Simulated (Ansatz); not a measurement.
The cluster Cs₃H₄⁻. Total charge -1; singlet. Geometry PBE-D4/def2-TZVPD; atoms count from 1.

```xyz
7

Cs   -3.560   -0.634   -2.305
Cs    0.002    0.031   -0.011
Cs    3.554    0.598    2.316
H    -1.187    0.506   -2.814
H     2.659   -1.354    0.712
H    -2.810   -1.201    0.205
H     1.342    2.054    1.896
```

In the def2 sets Cs takes a core potential; there is no spin–orbit coupling. Another isomer (singlet) lies 0.60 eV lower at PBE0-D4/def2-TZVPD; other spin states weren't run for this one.

Question: Estimate the Mulliken populations from the PBE0/def2-TZVPD orbitals of Ansatz.

Answer: 
```csv
atom,charge (e)
Cs1,0.43
Cs2,0.45
Cs3,0.43
H4,-0.58
H5,-0.58
H6,-0.58
H7,-0.58
```
Mulliken values and Mayer orders depend strongly on the basis. With diffuse functions, as here, like atoms can get unlike values, and bond orders can come out too low or too high.
